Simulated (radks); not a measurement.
Results of a calculation; reference values are marked as such.
Task: Ca9+, 11 electrons, occupied as [Ne] 3s1. Level of theory: scalar-relativistic Kohn-Sham, r2SCAN, spin-polarised, spherical densities, finite nucleus; open shells are filled with parallel spins first; meta-GGA in the generalised Kohn-Sham scheme; Fermi nuclear charge, rms radius 3.4776 fm (a radial shooting solver on a logarithmic mesh with Libxc functionals). Some entries of the table are withheld. Estimate them.

| orbital | occ. | eigenvalue (hartree) | <1/r> (bohr^-1) |
|---|---|---|---|
| 1s up | 1 | -153.3687 | 19.75 |
| 1s down | 1 | -153.3491 | 19.74 |
| 2s up | 1 | (1) | 4.107 |
| 2s down | 1 | (2) | 4.104 |
| 2p up | 3 | -19.57966 | 3.999 |
| 2p down | 3 | -19.55454 | 4.000 |
| 3s up | 1 | -7.45064 | 1.449 |
| 3s down | 0 | -7.01709 | 1.442 |
| 3p up | 0 | -6.61695 | 1.381 |
| 4s up | 0 | -3.40064 | 0.7745 |

Result: 
(1) 2s up eigenvalue (hartree): -22.53894
(2) 2s down eigenvalue (hartree): -22.52029
